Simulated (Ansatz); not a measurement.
Worked example: the barrier

An elementary step of BNH$_{3}$ClO, closed shell (BNH₃ClO ([NH2][B]([OH])[Cl]) → BClO + NH₃ (still joined by a long B–N bond); bonds formed: N2–H4; bonds broken: O3–H4; bonds weakened to dative contacts: B1–N2). “Start” is the structure reached by relaxing down from the saddle towards the reactants; PBE0-D4/def2-TZVP structures. The saddle:

B1  (-0.399, 0.554, 0.374)
N2  (0.457, -0.544, -0.329)
O3  (-1.501, 0.519, -0.304)
H4  (-0.678, -0.399, -0.831)
Cl5  (0.173, 1.497, 1.739)
H6  (0.671, -1.383, 0.196)
H7  (1.276, -0.244, -0.845)
(Å)

Computed with Ansatz 0.2.0 (basis: def2-TZVPP and def2-QZVPP); correlated methods freeze the cores.

Energies in eV:

| quantity | saddle | start |
| --- | --- | --- |
| Hartree–Fock, triple zeta (X = 3) | -16745.22939 | -16747.94249 |
| Hartree–Fock, quadruple zeta (X = 4) | -16745.77068 | -16748.49444 |
| MP2 correlation, X = 3 | -20.76654 | -20.07790 |
| MP2 correlation, X = 4 | -22.42865 | -21.74810 |
| CCSD(T) correlation, X = 3 | -22.25522 | -21.63607 |

(1) Work out the barrier at the basis limit: extrapolate Hartree–Fock as E(X) = E∞ + A exp(−7.88 √X) and the MP2 correlation as E(X) = E∞ + B X^−2.97 (the exponents that Neese and Valeev fitted for def2-TZVPP and QZVPP), then add CCSD(T) − MP2 in triple zeta.

The T1 diagnostic stays at or below 0.014.

Answers

(1) Each step is linear, so take the differences first (saddle − start): Hartree–Fock 2.71310 (X = 3) and 2.72376 (X = 4); MP2 correlation -0.68864 and -0.68055; CCSD(T) correlation -0.61915.
Two points give E∞ = E(4) + w [E(4) − E(3)], with w = 1/(exp(7.88 (2 − √3)) − 1) = 0.1377 for Hartree–Fock and w = 1/((4/3)^2.97 − 1) = 0.7407 for the correlation.
Hartree–Fock: 2.72376 + 0.1377 × 0.01066 = 2.7252 eV.
MP2 correlation: -0.68055 + 0.7407 × 0.00809 = -0.6746 eV.
CCSD(T) − MP2: -0.61915 − (-0.68864) = 0.0695 eV.
Sum: 2.7252 + (-0.6746) + 0.0695 = 2.1201 eV, or 48.89 kcal/mol. Plain CCSD(T) in triple zeta gives 2.0939 eV, so the larger basis shifts the result by 0.0262 eV.

Labels in which every atom is bracketed show which atoms are joined, not bond orders.

For scale, one of the runs: CCSD(T)/def2-TZVPP, 177 basis functions, launched by `ansatz run in.yaml --threads 2 --pin off --events-out ev --progress --plain --max-ram 4352MiB`. The run took 42 s on 2 CPU threads (shared host), with 1.7 GiB of host memory at its peak.
